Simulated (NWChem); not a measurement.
System: C4H3FO; SMILES Fc1ccoc1

Here is an NWChem input.

```
start job
memory heap 200 mb stack 900 mb global 1100 mb
geometry units angstroms noautosym nocenter noautoz
  F     -0.031004     2.061908     0.000000
  C     -0.010789     0.727265     0.000000
  C      1.165102    -0.090265     0.000000
  C      0.692227    -1.381862     0.000000
  O     -0.668763    -1.400896     0.000000
  C     -1.106527    -0.106805     0.000000
  H      2.206596     0.246222     0.000000
  H      1.184587    -2.359543     0.000000
  H     -2.186299     0.061981     0.000000
end
basis spherical
  * library def2-svp
end
dft
  xc b3lyp
  iterations 150
end
cosmo
  dielec 20.7
end
task dft energy
```

The geometry was optimised at PBE-D3(BJ)/def2-SVP.

Level: B3LYP/def2-SVP with COSMO at NWChem's default radii, gas-phase geometry; the question gives the dielectric constant.

**Question.** Give the results of this calculation. (B3LYP/def2-SVP, COSMO on the gas-phase geometry.) Quantities: electrostatic solvation energy (kcal/mol); dipole in solution (D).

**Answer.** 
| Quantity | Value |
|---|---|
| electrostatic solvation energy (kcal/mol) | -2.9 |
| dipole in solution (D) | 1.28 |
